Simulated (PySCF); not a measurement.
# A single-point calculation

[La(NH3)6]3+ (singlet). PySCF 2.14.0, RKS r2SCAN, La def2-TZVP with ECP46, N def2-TZVP, H def2-TZVP; non-relativistic Hamiltonian with scalar-relativistic core potentials where named; density fitting; no spin-orbit coupling. Purpose: basis and core treatment small-core/TZVP.

```python
mol = gto.M(atom='''
La     0.00000     0.00000     0.00000
N      0.00462     0.00700     2.71119
H      0.80926     0.47281     3.15533
H     -0.79847     0.47156     3.15934
H      0.00654    -0.92003     3.16093
N     -0.00462    -0.00700    -2.71119
H      0.79847    -0.47156    -3.15934
H     -0.80926    -0.47281    -3.15533
H     -0.00654     0.92003    -3.16093
N      2.71077    -0.00116     0.00202
H      3.15729    -0.46440     0.80688
H      3.16060    -0.46395    -0.80112
H      3.15586     0.92817     0.00231
N      0.00121     2.71077     0.00590
H      0.45301     3.15505     0.81846
H      0.47539     3.16276    -0.78941
H     -0.92807     3.15588    -0.00464
N     -2.71077     0.00116    -0.00202
H     -3.16060     0.46395     0.80112
H     -3.15729     0.46440    -0.80688
H     -3.15586    -0.92817    -0.00231
N     -0.00121    -2.71077    -0.00590
H     -0.47539    -3.16276     0.78941
H     -0.45301    -3.15505    -0.81846
H      0.92807    -3.15588     0.00464''',
    basis={'La': 'def2-TZVP', 'N': 'def2-TZVP', 'H': 'def2-TZVP'},
    ecp={'La': 'def2-TZVP'},
    charge=3, spin=0)
mf = dft.RKS(mol, xc='R2SCAN')
mf.grids.atom_grid = (75, 302)  # f atoms: unpruned, at least (60, 302)
mf = mf.density_fit()  # fitting sets: La def2-universal-JKFIT, N def2-universal-JKFIT, H def2-universal-JKFIT
mf.conv_tol = 1e-08; mf.max_cycle = 55
mf.kernel(dm0)  # dm0: free metal ions and neutral atoms
mf.nuc_grad_method().kernel()
```

Run from Python with OMP_NUM_THREADS=4; the lines above give its settings. Where DIIS fails, smearing, a level shift and second-order steps follow.
It took 2.2 min on 4 threads of Arm Neoverse N1, on a shared host.

Problem. Where do the frontier levels lie, over both spins?

Solution. HOMO -19.53 eV, LUMO -13.35 eV. 

Problem. What are the Mulliken charges and spins?

Solution. 
```tsv
atom	charge (e)	spin (e)
La1	1.958	0.000
N2	-0.773	0.000
H3	0.315	0.000
H4	0.315	0.000
H5	0.316	0.000
N6	-0.773	0.000
H7	0.315	0.000
H8	0.315	0.000
H9	0.316	0.000
N10	-0.773	0.000
H11	0.316	0.000
H12	0.314	0.000
H13	0.317	0.000
N14	-0.773	0.000
H15	0.316	0.000
H16	0.314	0.000
H17	0.317	0.000
N18	-0.773	0.000
H19	0.314	0.000
H20	0.316	0.000
H21	0.317	0.000
N22	-0.773	0.000
H23	0.314	0.000
H24	0.316	0.000
H25	0.317	0.000
```

Problem. What forces act on the atoms (eV/Å)?

Solution. 
```
La   0.00  0.00  0.00
N    0.00  0.01  0.42
H   -0.17 -0.10 -0.15
H    0.17 -0.10 -0.15
H    0.00  0.20 -0.15
N    0.00 -0.01 -0.42
H   -0.17  0.10  0.15
H    0.17  0.10  0.15
H    0.00 -0.20  0.15
N    0.42  0.00  0.00
H   -0.15  0.10 -0.17
H   -0.15  0.10  0.17
H   -0.15 -0.20  0.00
N    0.00  0.42  0.00
H   -0.10 -0.15 -0.17
H   -0.10 -0.15  0.17
H    0.20 -0.15  0.00
N   -0.42  0.00  0.00
H    0.15 -0.10 -0.17
H    0.15 -0.10  0.17
H    0.15  0.20  0.00
N    0.00 -0.42  0.00
H    0.10  0.15 -0.17
H    0.10  0.15  0.17
H   -0.20  0.15  0.00
```
Forces carry noise of the integration grid, about 0.01 to 0.03 eV/Å.

The geometry was relaxed with r2SCAN (La def2-SVP with ECP46, N def2-SVP, H def2-SVP).
